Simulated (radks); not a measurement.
Polarisability of the silicon ion Si5+, [He] 2s2 2p5, at imaginary frequency. All-electron calculation, scalar-relativistic Kohn-Sham, exchange-only LDA, spin-polarised, spherical densities, finite nucleus; open shells are filled with parallel spins first; Fermi nuclear charge, rms radius 3.1224 fm. Program: a radial shooting solver on a logarithmic mesh with Libxc functionals. Response by self-consistent Sternheimer equations with the Hartree and adiabatic exchange-only LDA kernel, the relativistic mass of each level held fixed and spin-orbit coupling left out.

w (hartree),alpha1(iw) (bohr^3)
0.00266,0.1438
0.0143,0.1438
0.0360,0.1438
0.0697,0.1438
0.118,0.1436
0.186,0.1434
0.280,0.1428
0.413,0.1417
0.605,0.1395
0.892,0.1353
1.35,0.1278
2.12,0.1153
3.59,0.09384
6.94,0.05768
17.5,0.01731

Static values: alpha1 = 0.1438 bohr^3 (0.02131 angstrom^3; uncoupled 0.1685). C6 = 0.08240, triple-dipole C9 = 0.008177 atomic units. One-pole (London) frequency 4 C6 / (3 alpha1^2) = 5.311 hartree, against 6.752 for minus the highest occupied eigenvalue.
